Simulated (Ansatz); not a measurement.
`C[B](C)[ZnH]` + `CCBS` → `CCBSC` + `C[BH][ZnH]`  (substitution at a C–B bond)

Isolated molecules relaxed with PBE0-D4/def2-TZVP in Ansatz; ΔE leaves out vibrations. CBS: MP2 limit from def2 TZ/QZ plus the TZ coupled-cluster correction, frozen cores. This one scheme is used for every species. Functionals use def2-TZVPP. For Zn outer-core shells are correlated without core-valence functions, which leaves a few kJ/mol of doubt a bond. Scalar relativity is left out up to krypton. Each species was taken in one conformer, which may not be the lowest.

`C[B](C)[ZnH]`:

Cartesian coordinates in Å:
```
C 0.187 -0.695 -1.308
B 0.094 -0.084 0.131
C -0.144 1.457 0.287
Zn 0.108 -1.333 1.821
H 0.805 -1.592 -1.396
H -0.837 -1.035 -1.540
H 0.465 0.018 -2.092
H -1.233 1.570 0.418
H 0.133 2.055 -0.588
H 0.292 1.904 1.184
H 0.129 -2.264 3.081
```

`CCBS`:

```xyz
11

C     0.354    1.269    0.702
C     0.172    0.252   -0.425
B    -0.808   -0.913   -0.080
S    -0.571   -2.622   -0.511
H     0.826    0.812    1.576
H    -0.608    1.674    1.026
H     0.982    2.107    0.390
H    -0.280    0.761   -1.290
H     1.144   -0.112   -0.775
H    -1.836   -0.709    0.500
H     0.627   -2.520   -1.115
```

`CCBSC`:

Z-matrix (Å, degrees):
```
C
C 1 1.524
H 1 1.093 2 111.1
H 1 1.093 2 112.0 3 -120.4
H 1 1.093 2 111.1 3 119.1
B 2 1.566 1 115.4 3 -59.8
H 2 1.099 1 110.2 3 63.5
H 2 1.100 1 110.1 3 177.4
S 6 1.769 2 124.9 1 178.9
H 6 1.199 2 122.7 1 -1.3
C 9 1.808 6 105.4 2 -0.1
H 11 1.089 9 110.8 6 60.7
H 11 1.089 9 110.8 6 -61.2
H 11 1.089 9 107.5 6 179.8
```

`C[BH][ZnH]`:

Cartesian coordinates in Å:
```
C -0.176 -1.182 0.054
B -0.418 0.331 0.323
Zn 0.833 1.890 -0.280
H 0.839 -1.493 -0.195
H -0.599 -1.853 0.808
H -0.784 -1.357 -0.854
H -1.459 0.600 0.868
H 1.764 3.064 -0.724
```

Q: Is it downhill or uphill in electronic energy at CCSD(T)/CBS, and by how much? (An estimate is asked.)

A: Computed: Uphill: ΔE = +54.8 kJ/mol.

Q: What do these levels give: PBE-D4, r2SCAN-D4, ωB97M-V, PBE0, MP2/def2-TZVPP, HF/CBS(def2)? (Estimate.)

A: Ansatz gave: PBE-D4 56.5, r2SCAN-D4 57.5, ωB97M-V 55.6, PBE0 57.0, MP2/def2-TZVPP 56.2, HF/CBS(def2) 51.1 kJ/mol.

Largest T1 diagnostic among the species: 0.014.

In def2-TZVPP, CCSD(T) changes the Hartree–Fock value by +4.3 kJ/mol (the triples alone add −0.3 kJ/mol) and MP2 by +4.6 kJ/mol.
